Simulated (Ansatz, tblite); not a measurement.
Forces on Al3O3⁺ at its r2SCAN-D4/def2-SVP geometry. Total charge 1; singlet.

The xTB rows come from tblite. The restricted singlet is unstable towards broken spin symmetry in Hartree–Fock (as tested in another run); at PBE-D4/def2-TZVP this wasn't settled. Another isomer (singlet) lies 3.23 eV lower at PBE0-D4/def2-TZVP; other spin states weren't run for this one.

GFN1-xTB (tblite), largest force 2.15 eV/Å:

```xyz
6
positions Å, forces eV/Å
Al    0.613   -3.103   -0.578   -0.142    0.730    0.132
Al   -0.049    0.255    0.046    0.251   -1.261   -0.239
Al   -0.708    3.564    0.671   -0.098    0.496    0.093
O    -0.494   -1.376   -0.517    1.914    0.582    0.790
O     1.003   -1.182    0.032   -2.047    0.069   -0.661
O    -0.365    1.843    0.346    0.122   -0.616   -0.116
```

GFN2-xTB (tblite), largest force 2.98 eV/Å:

```
Al -0.422 2.150 0.394
Al 0.115 -0.569 -0.110
Al 0.373 -1.871 -0.354
O 2.798 -0.644 0.776
O -2.415 -1.319 -1.133
O -0.450 2.253 0.427
```

PBE-D4/def2-TZVP (Ansatz), largest force 0.16 eV/Å:

```
Al 0.010 -0.049 -0.009
Al 0.026 -0.131 -0.024
Al 0.008 -0.040 -0.008
O -0.125 0.017 -0.038
O 0.112 0.047 0.049
O -0.031 0.156 0.029
```
